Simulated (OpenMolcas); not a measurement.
How methods differ on CH3BClFO (SMILES OC(F)BCl)

CH3BClFO: 8 atoms, total charge 0, spin state singlet. SMILES: `OC(F)BCl`. The shape is that of a PBE0-D4/def2-TZVP optimisation. This is one conformer, not always the lowest.

Quantity: the HOMO–LUMO gap, in eV. The values are calculated.

```json
{"level": "HF/def2-SVP", "kind": "Hartree–Fock", "program": "OpenMolcas", "value (eV)": "14.30", "CPU time": "19 s"}
{"level": "SVWN5/def2-SVP", "kind": "LDA", "program": "OpenMolcas", "value (eV)": "4.08", "CPU time": "45 s"}
{"level": "PBE/def2-SVP", "kind": "GGA", "program": "OpenMolcas", "value (eV)": "4.27", "CPU time": "57 s"}
{"level": "revPBE/def2-SVP", "kind": "GGA", "program": "OpenMolcas", "value (eV)": "4.35", "CPU time": "51 s"}
{"level": "TPSS/def2-SVP", "kind": "meta-GGA", "program": "OpenMolcas", "value (eV)": "4.64", "CPU time": "52 s"}
{"level": "r2SCAN/def2-SVP", "kind": "meta-GGA", "program": "OpenMolcas", "value (eV)": "4.98", "CPU time": "50 s"}
{"level": "B3LYP/def2-SVP", "kind": "global hybrid", "program": "OpenMolcas", "value (eV)": "6.39", "CPU time": "39 s"}
{"level": "B2PLYP/def2-SVP", "kind": "double hybrid", "program": "OpenMolcas", "value (eV)": "9.68", "CPU time": "26 s"}
```

The values span 4.08 to 14.30 eV. Orbital gaps aren't excitation energies, and those of double hybrids come from the SCF part alone; they tend to grow with the share of exact exchange. Times are those of the runs behind each value, whatever else they computed, on shared processors of several kinds: orders of magnitude only.
